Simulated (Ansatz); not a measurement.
Start from `C[SiH](F)Br` and change one atom or group to get `C=C[SiH](F)Br`.

Ansatz, PBE0-D4/def2-TZVP geometries, multiplicity 1. Each molecule was computed in one conformer, which needn't be the lowest.

Scalar relativity is left out up to krypton.

| property | `C[SiH](F)Br` |
| --- | --- |
| LUMO energy (PBE/def2-TZVPP) / eV | -0.40 |
| HOMO energy (ωB97M-V/def2-TZVPP) / eV | -10.71 |
| HOMO–LUMO gap (ωB97M-V/def2-TZVPP) / eV | 13.01 |
| HOMO–LUMO gap (PBE0/def2-TZVPP) / eV | 9.00 |
| LUMO energy (ωB97M-V/def2-TZVPP) / eV | 2.30 |
| HOMO energy (B3LYP/def2-TZVPP) / eV | -8.24 |

What does the change do to each property? (An estimate is asked.)

Computed: 
| property | `C=C[SiH](F)Br` | shift |
| --- | --- | --- |
| LUMO energy (PBE/def2-TZVPP) / eV | -2.13 | -1.73 |
| HOMO energy (ωB97M-V/def2-TZVPP) / eV | -10.61 | 0.10 |
| HOMO–LUMO gap (ωB97M-V/def2-TZVPP) / eV | 11.57 | -1.44 |
| HOMO–LUMO gap (PBE0/def2-TZVPP) / eV | 7.26 | -1.74 |
| LUMO energy (ωB97M-V/def2-TZVPP) / eV | 0.96 | -1.34 |
| HOMO energy (B3LYP/def2-TZVPP) / eV | -8.15 | 0.09 |

With PBE0 the HOMO rises by 0.09 eV and the LUMO falls by 1.65 eV, so the gap narrows by about 1.74 eV. PBE moves the HOMO by 0.02 eV and ωB97M-V by 0.10 eV. The zero-point energy changes by 15.8 kJ/mol with +3 modes.

B3LYP here is the variant with VWN-RPA as its local correlation; programs differ in this.

Spin–orbit coupling is left out; it splits and shifts lone-pair levels of the heavy atoms by tenths of an eV.
